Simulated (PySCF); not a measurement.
# CaZn: frontier orbitals

r²SCANh at R = 3.761 Å; basis Ca x2c-SVPall, Zn x2c-SVPall; spin-free X2C with a Gaussian nucleus; PySCF 2.14. State: ¹Σ⁺ (singlet), closed shell. Only the outer orbitals are listed, counted within each symmetry.

```tsv
orbital	occ.	ε (eV)	on Ca (%)	main shells (%)
1δ	2	-11.88	0	100 Zn d
1δ	2	-11.88	0	100 Zn d
5π	2	-11.87	0	100 Zn d
5π	2	-11.87	0	100 Zn d
11σ	2	-11.87	0	100 Zn d
12σ	2	-6.79	9	90 Zn s
13σ	2	-3.91	92	92 Ca s
14σ	0	-1.27	68	34 Ca d, 31 Ca p, 30 Zn p
6π	0	-0.98	88	77 Ca d, 12 Zn p, 11 Ca p
6π	0	-0.98	88	77 Ca d, 12 Zn p, 11 Ca p
```

**Question.** Which are the highest filled and the lowest empty level, where do they sit, and how wide is the gap?

**Answer.** Highest filled 13σ at -3.91 eV (in %: 92 Ca s); lowest empty 14σ at -1.27 eV (in %: 34 Ca d, 31 Ca p, 30 Zn p); the gap at r²SCANh is 2.64 eV.

```json
{"bond order (Mayer)": "0.21", "⟨S²⟩": "0.000", "charge on Ca (Mulliken, basis-dependent)": "-0.03", "charge on Ca (Löwdin, basis-dependent)": "-0.04", "dipole moment (positive dipole means Ca(−)Zn(+))": "0.17 D"}
```

Closed-shell solutions of metal pairs were not tested for spin polarisation, which can lower them a little.
